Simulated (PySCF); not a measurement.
PySCF job for HIPbS, SMILES [SH][Pb][I] (connectivity only; charge and spin as stated), neutral, multiplicity 1, TDA-LC-ωPBE/def2-SVPD. Geometry optimised at r2SCAN-D4/def2-SVP. The def2 effective core potentials stand for the cores of I, Pb; spin–orbit coupling is left out. The values are those of a single conformer.

```python
import numpy as np
from pyscf import gto, scf, dft, tdscf

mol = gto.M(
    atom='''
    Pb    0.51672477    0.84962856    0.00000000
    I    -0.20400553   -1.89356282    0.00000000
    S    -1.88054229    1.72928112    0.00000000
    H    -1.47046139    3.02078959    0.00000000
    ''',
    basis='def2-SVPD',
    ecp={'I': 'def2-svp', 'Pb': 'def2-svp'},
    charge=0,
    spin=0,
    symmetry=True,
    max_memory=1600,
    verbose=4,
)
mf = dft.RKS(mol, xc='lc_wpbe').density_fit(auxbasis='def2-universal-jkfit')
mf.grids.level = 3
mf.conv_tol = 1e-9
mf.max_cycle = 100
mf.kernel()
mf.grids = dft.Grids(mol).set(level=1).build(with_non0tab=True)  # coarser grid for the response kernel
td = tdscf.TDA(mf)
td.singlet = True
td.nstates = 10
td.conv_tol = 1e-4
td.kernel(x0=td.get_init_guess(mf, 15))
td.analyze()
tt = tdscf.TDA(mf)
tt.singlet = False
tt.nstates = 4
tt.conv_tol = 1e-4
tt.kernel(x0=tt.get_init_guess(mf, 9))
tt.analyze(verbose=3)
```

Output:

```
PySCF version 2.14.0

[INPUT] verbose = 4
[INPUT] num. atoms = 4
[INPUT] num. electrons = 64
[INPUT] charge = 0
[INPUT] spin (= nelec alpha-beta = 2S) = 0
[INPUT] symmetry True subgroup None
[INPUT] Mole.unit = angstrom
[INPUT] Symbol           X                Y                Z      unit          X                Y                Z       unit  Magmom
[INPUT]  1 Pb     0.516724770000   0.849628560000   0.000000000000 AA    0.976468297079   1.605565286009   0.000000000000 Bohr   0.0
[INPUT]  2 I     -0.204005530000  -1.893562820000   0.000000000000 AA   -0.385514579597  -3.578315129459   0.000000000000 Bohr   0.0
[INPUT]  3 S     -1.880542290000   1.729281120000   0.000000000000 AA   -3.553709893762   3.267867709181   0.000000000000 Bohr   0.0
[INPUT]  4 H     -1.470461390000   3.020789590000   0.000000000000 AA   -2.778769303847   5.708465005037   0.000000000000 Bohr   0.0

nuclear repulsion = 241.395668806011
point group symmetry = Cs
symmetry origin: [ 2.48648222e-10 -3.72972489e-10  0.00000000e+00]
symmetry axis x: [1.00000000e+00 3.04430458e-09 0.00000000e+00]
symmetry axis y: [-3.04430458e-09  1.00000000e+00  0.00000000e+00]
symmetry axis z: [0. 0. 1.]
num. orbitals of irrep A' = 71
num. orbitals of irrep A" = 31
number of shells = 40
number of NR pGTOs = 192
number of NR cGTOs = 102
basis = def2-SVPD
ecp = {'I': 'def2-svp', 'Pb': 'def2-svp'}


******** <class 'pyscf.df.df_jk.DFSymAdaptedRKS'> ********
method = DFSymAdaptedRKS
initial guess = minao
damping factor = 0
level_shift factor = 0
DIIS = <class 'pyscf.scf.diis.CDIIS'>
diis_start_cycle = 1
diis_space = 8
diis_damp = 0
SCF conv_tol = 1e-09
SCF conv_tol_grad = None
SCF max_cycles = 100
direct_scf = False
XC library pyscf.dft.libxc version 7.1.2
    S. Lehtola, C. Steigemann, M. J. T. Oliveira, and M. A. L. Marques,  SoftwareX 7, 1–5 (2018)
XC functionals = lc_wpbe
    O. A. Vydrov and G. E. Scuseria,  J. Chem. Phys. 125, 234109 (2006)
radial grids:
    Treutler-Ahlrichs [JCP 102, 346 (1995); DOI:10.1063/1.469408] (M4) radial grids

becke partition: Becke, JCP 88, 2547 (1988); DOI:10.1063/1.454033
pruning grids: <function nwchem_prune>
grids dens level: 3
symmetrized grids: True
atomic radii adjust function: <function treutler_atomic_radii_adjust>
small_rho_cutoff = 0
Freeze 0 electrons in irreps []
    64 free electrons in irreps A' A"
Set gradient conv threshold to 3.16228e-05
Initial guess from minao.
tot grids = 73880
Create RSH-DF object <pyscf.df.df.DF object> for omega=0.4
******** <class 'pyscf.df.df.DF'> ********
auxbasis = auxmol.basis = def2-universal-jkfit
init E= -833.030922174779
HOMO (A") = -0.99155501294654  LUMO (A') = -0.930983660217862  gap/eV = 1.64823
cycle= 1 E= -885.060249868493  delta_E=  -52  |g|=  3.9  |ddm|= 16.1
HOMO (A') = -0.137162625768517  LUMO (A") = -0.134511809717399  gap/eV = 0.07213
cycle= 2 E= -856.42687342626  delta_E= 28.6  |g|= 10.1  |ddm|= 12.8
HOMO (A') = -0.178545061080728  LUMO (A") = -0.0303409726908157  gap/eV = 4.03284
cycle= 3 E= -889.06150531431  delta_E= -32.6  |g|= 0.956  |ddm|= 8.68
HOMO (A') = -0.259191048331405  LUMO (A") = -0.0605268509273715  gap/eV = 5.40593
cycle= 4 E= -889.234144017946  delta_E= -0.173  |g|= 0.299  |ddm|= 1.36
HOMO (A') = -0.342690290784199  LUMO (A") = -0.0385646436675717  gap/eV = 8.27568
cycle= 5 E= -889.273713210047  delta_E= -0.0396  |g|= 0.101  |ddm|= 0.604
HOMO (A') = -0.351177356311216  LUMO (A") = -0.0505959511827099  gap/eV = 8.17924
cycle= 6 E= -889.277519326966  delta_E= -0.00381  |g|= 0.0386  |ddm|= 0.271
HOMO (A') = -0.35102940272168  LUMO (A") = -0.0440722714984965  gap/eV = 8.35273
cycle= 7 E= -889.278167729475  delta_E= -0.000648  |g|= 0.00955  |ddm|= 0.0741
HOMO (A') = -0.349641974291012  LUMO (A") = -0.0426245559415674  gap/eV = 8.35437
cycle= 8 E= -889.278289098615  delta_E= -0.000121  |g|= 0.00358  |ddm|= 0.0411
HOMO (A') = -0.349793917315478  LUMO (A") = -0.042591285509693  gap/eV = 8.35941
cycle= 9 E= -889.278311948343  delta_E= -2.28e-05  |g|= 0.00145  |ddm|= 0.0174
HOMO (A') = -0.349740157117578  LUMO (A") = -0.0425506651170977  gap/eV = 8.35905
cycle= 10 E= -889.278314987265  delta_E= -3.04e-06  |g|= 0.000516  |ddm|= 0.00615
HOMO (A') = -0.349751410156686  LUMO (A") = -0.0425500601620863  gap/eV = 8.35937
cycle= 11 E= -889.27831540813  delta_E= -4.21e-07  |g|= 0.000146  |ddm|= 0.00228
HOMO (A') = -0.349745917102459  LUMO (A") = -0.0425313953853079  gap/eV = 8.35973
cycle= 12 E= -889.27831543634  delta_E= -2.82e-08  |g|= 4.1e-05  |ddm|= 0.000586
HOMO (A') = -0.349742945828873  LUMO (A") = -0.0425335444022616  gap/eV = 8.35959
cycle= 13 E= -889.278315438398  delta_E= -2.06e-09  |g|= 1.26e-05  |ddm|= 0.000144
HOMO (A') = -0.349742474915187  LUMO (A") = -0.0425334133777264  gap/eV = 8.35958
cycle= 14 E= -889.278315438641  delta_E= -2.43e-10  |g|= 4.15e-06  |ddm|= 4.95e-05
HOMO (A') = -0.349742137878153  LUMO (A") = -0.0425334212547392  gap/eV = 8.35957
Extra cycle  E= -889.278315438671  delta_E= -3.02e-11  |g|= 2.11e-06  |ddm|= 1.41e-05
converged SCF energy = -889.278315438671
tot grids = 25480


******** <class 'pyscf.tdscf.rks.TDA'> for <class 'pyscf.df.df_jk.DFSymAdaptedRKS'> ********
nstates = 10 singlet
deg_eia_thresh = 1.000e-03
wfnsym = None
conv_tol = 0.0001
eigh lindep = 1e-12
eigh level_shift = 0
eigh max_cycle = 100


Excitation energies (eV)
[3.49100265 4.25828002 4.2636186  4.6923664  4.89157949 5.02431867
 5.23156267 5.72710344 5.88249917 5.93961449]

** Singlet excitation energies and oscillator strengths **
Excited State   1:   A"      3.49100 eV    355.15 nm  f=0.0080
      30 -> 33        0.22470
      32 -> 33        0.65804
Excited State   2:   A"      4.25828 eV    291.16 nm  f=0.0024
      30 -> 33       -0.66143
      32 -> 33        0.21806
Excited State   3:   A'      4.26362 eV    290.80 nm  f=0.0328
      29 -> 33       -0.11783
      31 -> 33        0.65949
      32 -> 35       -0.13882
Excited State   4:   A'      4.69237 eV    264.23 nm  f=0.0029
      29 -> 33       -0.61797
      30 -> 34       -0.11750
      31 -> 33       -0.11412
      32 -> 34       -0.22184
Excited State   5:   A"      4.89158 eV    253.46 nm  f=0.0009
      28 -> 33       -0.68821
Excited State   6:   A'      5.02432 eV    246.77 nm  f=0.0388
      29 -> 33        0.14413
      30 -> 34        0.22892
      32 -> 34       -0.60023
      32 -> 35        0.11108
      32 -> 36        0.10963
Excited State   7:   A"      5.23156 eV    236.99 nm  f=0.0056
      29 -> 34        0.16330
      31 -> 34        0.64288
      31 -> 36       -0.14049
Excited State   8:   A"      5.72710 eV    216.49 nm  f=0.0124
      29 -> 34       -0.17193
      29 -> 35       -0.37414
      29 -> 39        0.12207
      31 -> 35        0.49429
      31 -> 39       -0.12637
Excited State   9:   A'      5.88250 eV    210.77 nm  f=0.2238
      28 -> 34        0.24740
      28 -> 35       -0.11083
      29 -> 33       -0.14368
      30 -> 34        0.52847
      30 -> 35       -0.12142
      32 -> 34        0.19738
      32 -> 35        0.19578
Excited State  10:   A"      5.93961 eV    208.74 nm  f=0.0073
      29 -> 34       -0.61824
      29 -> 35        0.14738
      29 -> 42        0.11093
      31 -> 34        0.17690
      31 -> 35       -0.14359
      31 -> 36        0.10377

** Transition electric dipole moments (AU) **
state          X           Y           Z        Dip. S.      Osc.
  1        -0.0000      0.0000     -0.3059      0.0936      0.0080
  2        -0.0000     -0.0000      0.1509      0.0228      0.0024
  3        -0.2654      0.4935      0.0000      0.3140      0.0328
  4        -0.1206      0.1045     -0.0000      0.0255      0.0029
  5        -0.0000      0.0000      0.0847      0.0072      0.0009
  6         0.3455      0.4426     -0.0000      0.3153      0.0388
  7         0.0000     -0.0000     -0.2091      0.0437      0.0056
  8        -0.0000      0.0000      0.2969      0.0882      0.0124
  9        -0.5350     -1.1255     -0.0000      1.5530      0.2238
 10        -0.0000      0.0000     -0.2241      0.0502      0.0073

WARN: ECP detected. Skipping calculation of transition velocity and magnetic dipole moments, which have not yet been implemented.



******** <class 'pyscf.tdscf.rks.TDA'> for <class 'pyscf.df.df_jk.DFSymAdaptedRKS'> ********
nstates = 4 triplet
deg_eia_thresh = 1.000e-03
wfnsym = None
conv_tol = 0.0001
eigh lindep = 1e-12
eigh level_shift = 0
eigh max_cycle = 100


Excitation energies (eV)
[2.84382405 3.63242732 4.05795887 4.06753019]

** Triplet excitation energies and oscillator strengths **
Excited State   1:   A"      2.84382 eV    435.98 nm  f=0.0000
Excited State   2:   A'      3.63243 eV    341.33 nm  f=0.0000
Excited State   3:   A'      4.05796 eV    305.53 nm  f=0.0000
Excited State   4:   A"      4.06753 eV    304.81 nm  f=0.0000
```

The run converged.
